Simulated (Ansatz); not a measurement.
The cluster Mn2Cu2. The state is a multiplicity 9 with charge 0. Geometry r2SCAN-D4/def2-SVP.

Cartesian coordinates in Å:
```
Cu -1.345 1.321 0.872
Cu 1.340 -1.326 -0.872
Mn -0.303 0.442 -1.136
Mn 0.308 -0.437 1.137
```

The 6-31G sets use Cartesian d functions. At HF/6-31G, PBE-D4/def2-SVP, PBE-D4/def2-TZVPD, revPBE-D4/def2-TZVP and others the charge 0 multiplicity 9 is spin-contaminated (final ⟨S²⟩ up to 22.01, 20.00 for a pure state). The structure comes from a short search, and lower isomers may exist.

Q: Estimate the α-spin orbital energies around the gap (eV) in Ansatz with HF/6-31G, PBE-D4/def2-SVP, PBE-D4/def2-TZVPD, revPBE-D4/def2-TZVP, r2SCAN-D4/def2-TZVP.

A: 
```csv
orbital,HF/6-31G,PBE-D4/def2-SVP,PBE-D4/def2-TZVPD,revPBE-D4/def2-TZVP,r2SCAN-D4/def2-TZVP
HOMO−5,-11.62,-5.11,-5.61,-5.49,-5.79
HOMO−4,-11.49,-4.98,-5.52,-5.41,-5.73
HOMO−3,-11.28,-4.96,-5.50,-5.39,-5.72
HOMO−2,-11.25,-4.96,-5.30,-5.21,-5.72
HOMO−1,-10.09,-4.54,-4.88,-4.78,-5.30
HOMO,-5.94,-4.22,-4.47,-4.35,-4.57
LUMO,-0.67,-3.49,-3.72,-3.60,-3.58
LUMO+1,0.66,-1.94,-2.49,-2.03,-1.96
LUMO+2,0.71,-1.52,-2.16,-1.62,-1.69
LUMO+3,1.40,-0.85,-1.41,-1.12,-0.93
LUMO+4,1.48,-0.21,-1.31,-0.85,-0.85
LUMO+5,2.14,0.32,-0.37,-0.01,0.16
β HOMO,-4.52,-3.33,-3.48,-3.37,-3.64
β LUMO,0.40,-2.73,-3.30,-3.09,-2.68
```
